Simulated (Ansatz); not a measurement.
Consider the cleavage of the B–As bond: `B[AsH]N` + `N[SiH3]` → `BN[SiH3]` + `N[AsH2]`.

Gas-phase electronic energies from Ansatz, PBE0-D4/def2-TZVP geometries. CCSD(T)/CBS adds triple-zeta CCSD(T) − MP2 to the extrapolated MP2 energy (def2 sets, frozen cores). This one scheme is used for every species. DFT in def2-TZVPP. For As outer-core shells are correlated without core-valence functions, which leaves a few kJ/mol of doubt a bond. Scalar relativity is left out up to krypton. Each species was taken in one conformer, which may not be the lowest.

`B[AsH]N`:

Z-matrix (Å, degrees):
```
B
As 1 1.972
H 1 1.194 2 117.7
H 1 1.195 2 121.3 3 171.6
N 2 1.855 1 107.5 3 154.9
H 2 1.518 1 98.3 3 51.9
H 5 1.010 2 110.2 1 119.3
H 5 1.011 2 113.0 1 -2.5
```

`N[SiH3]`:

```xyz
7

N    -0.839   -0.049    0.658
Si    0.452   -0.023   -0.479
H    -1.315    0.808    0.889
H    -0.782   -0.652    1.462
H    -0.011    0.723   -1.678
H     1.718    0.621   -0.017
H     0.775   -1.429   -0.835
```

`BN[SiH3]`:

```xyz
9

B     0.041    1.326    0.819
N    -0.411    0.039    0.508
Si    0.142   -0.972   -0.803
H     0.896    1.820    0.140
H    -0.430    1.909    1.753
H    -1.133   -0.343    1.103
H     0.697   -2.247   -0.274
H     1.185   -0.222   -1.537
H    -0.987   -1.310   -1.708
```

`N[AsH2]`:

Cartesian coordinates in Å:
```
N 0.717 0.255 -0.581
As -0.821 0.522 0.420
H 1.107 -0.674 -0.518
H 0.548 0.474 -1.553
H -0.150 0.322 1.774
H -1.402 -0.899 0.459
```

```
             level  ΔE (kJ/mol)  difference from CCSD(T)/CBS
         revPBE-D4       -117.3                          3.2
         r2SCAN-D4       -119.7                          0.8
      CAM-B3LYP-D4       -131.9                        -11.4
           ωB97X-V       -125.2                         -4.7
            revPBE       -115.2                          5.3
              BLYP       -126.1                         -5.6
           r2SCAN0       -121.7                         -1.2
         CAM-B3LYP       -132.0                        -11.5
     HF/def2-QZVPP       -132.8                        -12.3
SCS-MP2/def2-QZVPP       -126.1                         -5.6
       CCSD(T)/CBS       -120.5                            0
```

Largest T1 diagnostic among the species: 0.014.

From BLYP to BHLYP (50 % exact exchange), in def2-TZVPP and without D4, ΔE moves by −4.4 kJ/mol. Leaving LDA and LC-ωPBE aside and taking each functional with its dispersion term where it has one, the values spread over 14.6 kJ/mol, from CAM-B3LYP-D4 to revPBE-D4. LDA lies −5.6 kJ/mol from PBE without D4.
